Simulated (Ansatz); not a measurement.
Kohn–Sham single points on F$_{2}$H$_{4}$N$_{2}$Si, SMILES `N[Si](N)(F)F`.

```yaml
crystal:
  periodic: [false, false, false]
  atoms:
    - {symbol: N, position_ang: [-1.034811, 0.695694, -0.728423]}
    - {symbol: Si, position_ang: [0.441026, 0.018609, -0.282299]}
    - {symbol: N, position_ang: [0.306166, -0.747206, 1.211322]}
    - {symbol: F, position_ang: [0.861533, -0.895372, -1.515156]}
    - {symbol: F, position_ang: [1.664211, 1.023139, -0.118397]}
    - {symbol: H, position_ang: [-1.554908, 1.284316, -0.101069]}
    - {symbol: H, position_ang: [-1.269047, 0.855585, -1.693248]}
    - {symbol: H, position_ang: [-0.429942, -1.405039, 1.400927]}
    - {symbol: H, position_ang: [1.104274, -0.876025, 1.809443]}
basis:
  gaussian: {orbitals: def2-TZVPP}
hamiltonian: {xc: {name: CAM-B3LYP}, dispersion: d4}
output: {orbitals: {seedname: orbitals}}
```

```sh
$ ansatz run in.yaml --threads 4 --pin off --events-out ev --progress --plain --max-ram 10444MiB
```

Output, abridged:

```
Functional definition: CAM-B3LYP
1149 factors; their error is unknown
279 factors; integrals over basis functions are off by at most 7.8e-6 eV
mean field evaluation 1: about -16353.7791 eV, gradient 8.2e1 eV
mean field evaluation 2: about -16351.4887 eV, gradient 8.8e1 eV
mean field evaluation 4: about -16364.6214 eV, gradient 7.2e-1 eV
mean field evaluation 8: about -16364.6551 eV, gradient 2.3e-2 eV
mean field -16364.65507798 eV, -601.3899817542 hartree, gradient 4.1e-5 eV, S^2 0.000000; 0 other end points of the search recorded, 0 dependent functions left out
reference -16364.65519325 eV, -601.3899859902 hartree; 25, 25 occupied and 197, 197 virtual orbitals, 1149 factors
Total energy: -16364.80254862 eV, -601.3954012002 hartree
```

Run time 15 s (4 threads of an AMD EPYC on a shared host); peak host memory 0.53 GiB.

Changing it to `hamiltonian: {xc: {name: wB97X-V}}` (abridged; 24 s):

```
Functional definition: wB97X-V
mean field -16362.68639619 eV, -601.3176340328 hartree, gradient 6.7e-5 eV, S^2 0.000000
Total energy: -16362.68639442 eV, -601.3176339679 hartree
```

The same input with `hamiltonian: {xc: lda}` (abridged; 6.5 s):

```
Functional definition: SPW92
mean field evaluation 16: about -16276.1199 eV, gradient 3.4e-5 eV
mean field -16276.11986379 eV, -598.1363726439 hartree, gradient 3.4e-5 eV, S^2 0.000000
Total energy: -16276.11989908 eV, -598.1363739409 hartree
```

Changing it to `hamiltonian: {xc: {name: LC-wPBE}}` (abridged; 11 s):

```
Functional definition: LC-wPBE
mean field -16359.63604095 eV, -601.2055355454 hartree, gradient 6.9e-5 eV, S^2 0.000000
Total energy: -16359.63604096 eV, -601.2055355457 hartree
```

Changing it to `hamiltonian: {xc: {name: B2PLYP}}` (abridged; 22 s):

```
Functional definition: B2PLYP
mean field evaluation 16: about -16349.4074 eV, gradient 1.6e-5 eV
mean field -16349.40739049 eV, -600.8296395740 hartree, gradient 6.1e-6 eV, S^2 0.000000
9 core orbitals not correlated: weight in the atoms' cores, before any rotation towards them, 1.000 or more for the frozen orbitals, at most 0.000 for the correlated occupied ones
second order -33.62060112 eV of doubles, -0.00000000 eV of singles
Total energy: -16358.48510063 eV, -601.1632392687 hartree
```

With the line `hamiltonian: {xc: pbe, dispersion: d4}` and forces (abridged; 11 s):

```
Functional definition: PBE
mean field evaluation 16: about -16353.7228 eV, gradient 6.7e-6 eV
mean field -16353.72279469 eV, -600.9882277533 hartree, gradient 6.7e-6 eV, S^2 0.000000
Total energy: -16353.89946975 eV, -600.9947204421 hartree
Atom 0 force    -0.122719    -0.096582     0.024806 eV/Å
Atom 1 force    -0.236163    -0.012987     0.153582 eV/Å
Atom 2 force    -0.079475     0.085437     0.106719 eV/Å
Atom 3 force     0.168126    -0.404637    -0.539986 eV/Å
Atom 4 force     0.528937     0.443025     0.086649 eV/Å
Atom 5 force    -0.186462     0.206406     0.194552 eV/Å
Atom 6 force    -0.092543     0.062321    -0.317196 eV/Å
Atom 7 force    -0.236579    -0.229719     0.080565 eV/Å
Atom 8 force     0.256878    -0.053263     0.210309 eV/Å
Dipole moment:    -0.422853    -0.023295     0.274998 e Å
```
